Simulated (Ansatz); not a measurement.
Consider the ligand exchange at the Sb–N bond: `C=C=[N][SbH2]` + HCl → `[Cl][SbH2]` + `C=C=N`.

Gas-phase electronic energies from Ansatz, PBE0-D4/def2-TZVP geometries. CBS: MP2 limit from def2 TZ/QZ plus the TZ coupled-cluster correction, frozen cores. This one scheme is used for every species. DFT in def2-TZVPP. def2 core potentials past Kr. For Sb outer-core shells are correlated without core-valence functions, which leaves a few kJ/mol of doubt a bond. Each species was taken in one conformer, which may not be the lowest.

CCSD(T)/CBS gives -0.55 eV.

Another level gave -0.41 eV. Which?
A. revPBE-D4/def2-TZVPP
B. CCSD/def2-TZVPP
C. MP2/def2-TZVPP
D. r2SCAN0-D4/def2-TZVPP

C. MP2/def2-TZVPP -0.41, r2SCAN0-D4 -0.61, CCSD/def2-TZVPP -0.50, revPBE-D4 -0.54 eV.

Largest T1 diagnostic among the species: 0.015.

In def2-TZVPP, CCSD(T) changes the Hartree–Fock value by +0.20 eV (the triples alone add +0.03 eV) and MP2 by +0.25 eV. At CCSD(T), def2-SVP lies +0.05 eV from the extrapolated value and def2-TZVPP +0.09 eV.
